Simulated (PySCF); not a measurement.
ClH3MoO3S, SMILES [OH][Mo]([OH])([OH])(=[S])[Cl], multiplicity 1.

Coordinates come from a r2SCAN-D4/def2-SVP optimisation. A frequency run showed that this geometry is not a minimum. The spin state was assumed, not searched. The def2 effective core potentials stand for the cores of Mo; spin–orbit coupling is left out. The values are those of a single conformer.

Level of theory: PBE0/def2-TZVP (PySCF).

Isolated molecule, no solvent.

* **total energy**: -1153.83839 hartree
* **point group**: Cs
* **highest occupied level**: -8.17 eV
* **lowest empty level**: -3.65 eV
* **orbital gap**: 4.51 eV
* **dipole moment**: 0.371 e·Å
* **quadrupole, principal values (traceless, Buckingham form, about the centre of nuclear charge)**: -4.31, -0.67, 4.98 D·Å
* **mean static polarisability**: 87.8 bohr³ (13.02 Å³)
* **polarisability, principal values**: 76.1, 82.2, 105.2 bohr³
